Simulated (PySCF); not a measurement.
## Finite-field polarisability of Br (bromine, neutral)

[Ar] 3d10 4s2 4p5, 2P determinant. All numbers are calculated (PySCF 2.14, the spin-free X2C one-electron Hamiltonian (Gaussian nucleus), in aug-cc-pVTZ-DK (7s6p4d2f, 59 functions)). Frozen: [Ar] 3d10. Energy changes in a uniform field (μhartree):

```csv
axis,F (au),HF,MP2,CCSD,CCSD(T)
x,0.0033,-99.701,-102.272,-102.138,-102.636
x,0.0066,-398.879,-409.177,-408.644,-410.638
y,0.0031,-100.409,-103.736,-103.507,-104.246
y,0.0062,-401.799,-415.132,-414.214,-417.178
```

By symmetry the remaining axis equals y.

Derive α along x at CCSD(T) from the two fields.

With ΔE = −αF²/2 − γF⁴/24, α = −(16 ΔE(F) − ΔE(2F))/(6F²) = 18.85 bohr³.

And the mean polarisability at each level?

The components xx, yy, zz at CCSD(T) are 18.85, 21.69, 21.69, the third axis being equal by symmetry to one of the two computed. Means: HF 20.03, MP2 20.65, CCSD 20.61, CCSD(T) 20.74 bohr³. Reference: 21 ± 1 bohr³ (recommended; Schwerdtfeger and Nagle, table of static dipole polarizabilities (2023 update)).
